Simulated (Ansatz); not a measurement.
Basis-set extrapolation for C2H3AlFN, SMILES `C#[C][Al]([NH2])[F]` (PBE0-D4/def2-TZVP geometry, frozen core, Ansatz). Multiplicity 1, RHF reference.

```json
{"": "HF", "def2-TZVPP": "-473.479951", "def2-QZVPP": "-473.498130"}
{"": "MP2 correlation", "def2-TZVPP": "-0.832727", "def2-QZVPP": "-0.898058"}
{"": "CCSD(T) correlation", "def2-TZVPP": "-0.884558", "def2-QZVPP": "not run"}
```

Energies in hartree. Use E(X) = E(∞) + A·exp(−7.88·√X) for Hartree–Fock and E(X) = E(∞) + B·X^(−2.97) for correlation, with X = 3 and 4, and add CCSD(T) minus MP2 of the smaller set to the MP2 limit.

Q: What is the CCSD(T) energy at the basis-set limit?

A: HF limit: -473.498130 + (-0.018179) × 0.13774 = -473.50063. MP2 limit: -0.898058 + (-0.065331) × 0.74074 = -0.94645. Higher-order term: -0.884558 − (-0.832727) = -0.05183. Total: -474.49891 hartree, 84.3 kcal/mol below CCSD(T)/def2-TZVPP.
